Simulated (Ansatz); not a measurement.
Mulliken charges of `BC1[SiH2]S1` from r2SCAN/def2-TZVPP in Ansatz (PBE0-D4/def2-TZVP geometry).

```csv
atom,x (Å),y (Å),z (Å),charge (e)
B1,0.121,1.279,-0.619,-0.082
C2,-0.765,0.112,-0.264,-0.059
Si3,0.377,-1.098,0.635,0.331
S4,-0.633,-1.535,-1.115,-0.204
H5,1.062,1.134,-1.344,0.013
H6,-0.081,2.336,-0.093,0.000
H7,-1.710,0.241,0.259,0.094
H8,1.840,-0.905,0.596,-0.039
H9,-0.123,-1.612,1.927,-0.053
```

Task: By hand: the dipole of these point charges (1 e Å = 4.8032 D).

Result: Σ q r = (0.077, -0.004, 0.385) e Å, of length 0.393 e Å = 1.89 D.

Task: How does the dipole of the full density compare? (An estimate is asked.)

Result: Ansatz gave: (0.041, -0.082, 0.356) e Å, 1.77 D; the point charges give 1.07 times that, at 13° from its direction.

Point charges leave out the atoms' own dipoles, such as those of lone pairs, and Mulliken's split depends on the basis, so the close match here is no proof of good charges.
